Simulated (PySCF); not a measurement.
C5H13O2P.
Bonds: C1–O2, O2–C3, C3–C4, C4–P5, P5–C6, C6–O7, O7–C8. Hydrogens: H9, H10, H11 on C1; H12, H13 on C3; H14, H15 on C4; H16 on P5; H17, H18 on C6; H19, H20, H21 on C8.

The same species was optimised twice, with GFN2-xTB and with PBE0-D3(BJ)/def2-SVP (PySCF), and the same property calculations (PySCF, gas phase) were run on both structures.

```
     coordinate  GFN2-xTB  PBE0-D3(BJ)/def2-SVP  change
      O7–C8 (Å)     1.403                 1.392  -0.011
      C3–C4 (Å)     1.522                 1.513  -0.009
      O2–C3 (Å)     1.409                 1.400  -0.009
      C1–O2 (Å)     1.402                 1.393  -0.009
      C6–O7 (Å)     1.399                 1.391  -0.008
      P5–C6 (Å)     1.883                 1.887  +0.004
      C4–P5 (Å)     1.872                 1.869  -0.003
   C3–C4–P5 (°)     105.7                 112.1    +6.4
   O2–C3–C4 (°)     105.1                 109.1    +4.0
   C1–O2–C3 (°)     114.6                 113.7    -0.9
   C4–P5–C6 (°)      97.2                  97.9    +0.7
   C6–O7–C8 (°)     113.8                 114.3    +0.5
   P5–C6–O7 (°)     114.5                 114.6    +0.1
C1–O2–C3–C4 (°)      -171                  -175      -4
O2–C3–C4–P5 (°)        32                    61     +29
C3–C4–P5–C6 (°)       -97                   -91      +6
C4–P5–C6–O7 (°)       177                   173      -4
```

Rotational constants: A = 2964, B = 893.8, C = 764.9 MHz (GFN2-xTB) against A = 2920, B = 824.7, C = 691.1 MHz (PBE0-D3(BJ)/def2-SVP). Point groups within 0.08 Å: C1 and C1.

On the GFN2-xTB structure: HOMO (eV) -6.38 [PBE0/pcSseg-1]; LUMO (eV) 0.97 [PBE0/pcSseg-1]; dipole (D) 2.29 [PBE0/pcSseg-1]; GIAO shielding of C1 (ppm) 126.5 [PBE0/pcSseg-1]; GIAO shielding of O2 (ppm) 300.5 [PBE0/pcSseg-1]; GIAO shielding of C3 (ppm) 115.7 [PBE0/pcSseg-1]; GIAO shielding of C4 (ppm) 163.2 [PBE0/pcSseg-1]; GIAO shielding of P5 (ppm) 445.2 [PBE0/pcSseg-1]; GIAO shielding of C6 (ppm) 110.0 [PBE0/pcSseg-1]; GIAO shielding of O7 (ppm) 307.1 [PBE0/pcSseg-1]; GIAO shielding of C8 (ppm) 127.0 [PBE0/pcSseg-1].

Problem. What do these properties become on the PBE0-D3(BJ)/def2-SVP structure?

Solution. 
```json
{"property": "HOMO (eV)", "level": "PBE0/pcSseg-1", "on GFN2-xTB": "-6.38", "on PBE0-D3(BJ)/def2-SVP": "-6.57", "change": "-0.19"}
{"property": "LUMO (eV)", "level": "PBE0/pcSseg-1", "on GFN2-xTB": "0.97", "on PBE0-D3(BJ)/def2-SVP": "0.80", "change": "-0.17"}
{"property": "dipole (D)", "level": "PBE0/pcSseg-1", "on GFN2-xTB": "2.29", "on PBE0-D3(BJ)/def2-SVP": "2.13", "change": "-0.16"}
{"property": "energy, GFN2-xTB geometry as zero (kcal/mol)", "level": "PBE0/pcSseg-1", "on GFN2-xTB": "0.0", "on PBE0-D3(BJ)/def2-SVP": "-4.6", "change": "-4.6"}
{"property": "GIAO shielding of C1 (ppm)", "level": "PBE0/pcSseg-1", "on GFN2-xTB": "126.5", "on PBE0-D3(BJ)/def2-SVP": "125.1", "change": "-1.4"}
{"property": "GIAO shielding of O2 (ppm)", "level": "PBE0/pcSseg-1", "on GFN2-xTB": "300.5", "on PBE0-D3(BJ)/def2-SVP": "307.1", "change": "+6.6"}
{"property": "GIAO shielding of C3 (ppm)", "level": "PBE0/pcSseg-1", "on GFN2-xTB": "115.7", "on PBE0-D3(BJ)/def2-SVP": "109.8", "change": "-5.9"}
{"property": "GIAO shielding of C4 (ppm)", "level": "PBE0/pcSseg-1", "on GFN2-xTB": "163.2", "on PBE0-D3(BJ)/def2-SVP": "163.1", "change": "-0.1"}
{"property": "GIAO shielding of P5 (ppm)", "level": "PBE0/pcSseg-1", "on GFN2-xTB": "445.2", "on PBE0-D3(BJ)/def2-SVP": "410.1", "change": "-35.1"}
{"property": "GIAO shielding of C6 (ppm)", "level": "PBE0/pcSseg-1", "on GFN2-xTB": "110.0", "on PBE0-D3(BJ)/def2-SVP": "112.8", "change": "+2.8"}
{"property": "GIAO shielding of O7 (ppm)", "level": "PBE0/pcSseg-1", "on GFN2-xTB": "307.1", "on PBE0-D3(BJ)/def2-SVP": "311.3", "change": "+4.2"}
{"property": "GIAO shielding of C8 (ppm)", "level": "PBE0/pcSseg-1", "on GFN2-xTB": "127.0", "on PBE0-D3(BJ)/def2-SVP": "126.4", "change": "-0.6"}
```

The heavy atoms differ by 0.251 Å rms after alignment. Among bonds between heavy atoms O7–C8 changes most (-0.011 Å). Changes are differences of the printed values. Neither structure is proved a minimum here.
